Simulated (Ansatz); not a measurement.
Ansatz (a first-principles code) input (RI-MP2/cc-pVTZ):
A basis named .json is the Basis Set Exchange file of that set.

Ansatz 0.2 input:
```yaml
crystal:
  periodic: [false, false, false]
  atoms:
    - {symbol: C, position_ang: [1.93424009, -1.25633118, 0.56422611]}
    - {symbol: C, position_ang: [1.35400879, -0.00938161, -0.00690467]}
    - {symbol: C, position_ang: [1.79728158, 1.29899351, 0.55194508]}
    - {symbol: C, position_ang: [0.14523794, -0.04909097, -0.88051020]}
    - {symbol: C, position_ang: [-1.18511202, 0.33254076, -0.18503107]}
    - {symbol: C, position_ang: [-1.49374183, -0.59563889, 0.98801565]}
    - {symbol: C, position_ang: [-2.32954928, 0.34084526, -1.19682156]}
    - {symbol: H, position_ang: [3.02518370, -1.19399454, 0.63842172]}
    - {symbol: H, position_ang: [1.68242249, -2.13299089, -0.03518917]}
    - {symbol: H, position_ang: [1.57327505, -1.45468824, 1.58647328]}
    - {symbol: H, position_ang: [1.54794594, 2.12965949, -0.11293305]}
    - {symbol: H, position_ang: [2.87647779, 1.31543050, 0.73051600]}
    - {symbol: H, position_ang: [1.32292870, 1.51814828, 1.52220912]}
    - {symbol: H, position_ang: [0.02847484, -1.04841423, -1.31302582]}
    - {symbol: H, position_ang: [0.27971456, 0.64381219, -1.72193563]}
    - {symbol: H, position_ang: [-1.07128620, 1.34919703, 0.20707016]}
    - {symbol: H, position_ang: [-2.43821888, -0.32464541, 1.46454769]}
    - {symbol: H, position_ang: [-0.71243928, -0.55629457, 1.74796736]}
    - {symbol: H, position_ang: [-1.57679130, -1.63229987, 0.64920179]}
    - {symbol: H, position_ang: [-3.26754489, 0.65065837, -0.73113219]}
    - {symbol: H, position_ang: [-2.12328911, 1.02236429, -2.02483197]}
    - {symbol: H, position_ang: [-2.48104482, -0.65756384, -1.61687512]}
basis:
  gaussian:
    orbitals: cc-pVTZ
    fitting: {mean_field: def2-universal-jkfit, correlation: cc-pVTZ-RIFIT.json}
magnetization: {spin_polarized: true, initial_magnetization: 1}
correlation: {method: mp2, electrons: outside_noble_gas}
```

Output:

```
Functional definition: HF
integrals: 0.99 GiB planned
795 factors; integrals over basis functions are off by at most 9.4e-1 eV
1.13 GiB of device memory are held for the factors and their scratch space
mean field: 2.14 GiB planned
mean field evaluation 1: about -7445.9813 eV, gradient 3.2e1 eV
mean field evaluation 2: about -7451.3782 eV, gradient 1.3e1 eV
mean field evaluation 4: about -7452.3802 eV, gradient 1.0e0 eV
mean field evaluation 8: about -7452.3936 eV, gradient 1.6e-6 eV
mean field -7452.39362649 eV, -273.8704143597 hartree, gradient 1.6e-6 eV, S^2 0.765662; 0 other end points of the search recorded, 0 dependent functions left out
7 core orbitals not correlated
1017 factors; their error is unknown
reference -7452.39362649 eV, -273.8704143597 hartree; 22, 21 occupied and 391, 392 virtual orbitals, 1017 factors
second order -32.89515964 eV of doubles, -0.00000000 eV of singles
Total energy: -7485.28878613 eV, -275.0792891792 hartree
```

It need not be the lowest isomer of its formula.
